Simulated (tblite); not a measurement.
Species: C₅H₁₀NP.
Numbering: `[CH3:1][CH2:2][P:3]([CH3:4])[CH2:5][C:6]#[N:7]` (hydrogens: H8, H9, H10 on C1; H11, H12 on C2; H13, H14, H15 on C4; H16, H17 on C5)

Structure used (GFN2-xTB), in Å, numbered top down from 1:
```
atom  x, y, z in Å
C1     2.4575   -0.1109    0.2007
C2     1.1779   -0.2241   -0.6167
P3    -0.1689    0.8626    0.0813
C4    -0.7059   -0.2000    1.4968
C5    -1.5017    0.3280   -1.1407
C6    -2.7782    0.7825   -0.6811
N7    -3.7899    1.1416   -0.2859
H8     2.7798    0.9266    0.2582
H9     3.2551   -0.6942   -0.2561
H10    2.3047   -0.4761    1.2141
H11    1.3672    0.1118   -1.6403
H12    0.8394   -1.2643   -0.6550
H13   -0.0035   -0.0779    2.3191
H14   -1.6857    0.1369    1.8322
H15   -0.7571   -1.2520    1.2150
H16   -1.2830    0.7833   -2.1106
H17   -1.5147   -0.7619   -1.2408
```

All values are computed: GFN2-xTB (tblite) harmonic vibrations without scaling, gas phase. The method is semi-empirical: single wavenumbers can be off by several per cent or more. One conformer, not necessarily the lowest.

Harmonic wavenumbers (cm⁻¹): 51.1, 73.7, 99.7, 174.7, 186.1, 206.7, 240.8, 306.3, 311.8, 376.7, 463.2, 674.1, 691.3, 741.7, 749.2, 779.3, 877.4, 899.6, 1003.0, 1004.3, 1015.5, 1068.0, 1075.7, 1154.8, 1228.8, 1259.3, 1322.1, 1380.7, 1412.1, 1435.6, 1448.1, 1457.1, 1498.0, 1501.1, 2400.5, 2920.1, 2925.0, 2947.8, 2952.4, 2978.2, 3011.4, 3017.8, 3020.3, 3029.4, 3036.4.

A = 5375, B = 1122, C = 1013 MHz; mass 115.055 u (most abundant isotopes); point group C1, symmetry number 1.

Question: Zero-point energy?

Answer: ½Σν̃ = 30203 cm⁻¹ = 361.31 kJ/mol.

Question: Give the ideal-gas entropy at 350 K and 1 bar in the rigid-rotor, harmonic-oscillator model (classical rotation).

Answer: Translation 171.37, rotation 120.64, vibration 135.67: S = 427.7 J/(mol K).

Question: And Cp and H(350 K) − H(0)?

Answer: Cp = 165.76 J/(mol K), of which vibrations give 132.50 (their classical limit is 45 R = 374.2); H(350 K) − H(0) = 36.13 kJ/mol without the zero-point energy, 24.49 from vibrations.

Question: How do the functions run with temperature in this model?

Answer: 
```tsv
T (K)	S (J/(mol K))	Cp (J/(mol K))	H − H(0) (kJ/mol)	G − H(0) (kJ/mol)	ln q(vib)
50	239.3	54.3	2.07	-9.89	0.46
100	284.8	78.7	5.42	-23.06	1.62
298.15	402.6	148.0	27.99	-92.03	6.65
373.15	438.5	173.4	40.06	-123.59	8.46
500	494.7	211.1	64.53	-182.84	11.43
750	591.4	265.4	124.56	-318.96	16.98
1000	673.1	302.5	195.82	-477.28	22.08
```

q(vib) and H(0) count from the zero-point level.

Question: Which modes carry the vibrational entropy at 350 K?

Answer: 51.1 cm⁻¹: 21.30; 73.7 cm⁻¹: 18.27; 99.7 cm⁻¹: 15.79; 174.7 cm⁻¹: 11.24; 186.1 cm⁻¹: 10.74; 206.7 cm⁻¹: 9.91 J/(mol K); the other 39 give 48.41 together.

Question: What must be added to the electronic energy to get the Gibbs energy at 350 K and 1 bar?

Answer: ZPE + [H(350 K) − H(0)] − T·S = 361.31 + 36.13 − 149.69 = 247.75 kJ/mol.

Hindered rotation and anharmonicity are outside this model. Other conformers, if any are populated, would add a mixing term that is left out. The structure is chiral; the term R ln 2 for an equal mix with its mirror image is left out.

The run took 0.55 s of wall time on Arm Neoverse V1, one thread, shared host with 32 logical CPUs at a one-minute load of 22. This covers the Hessian and the dipole derivatives.
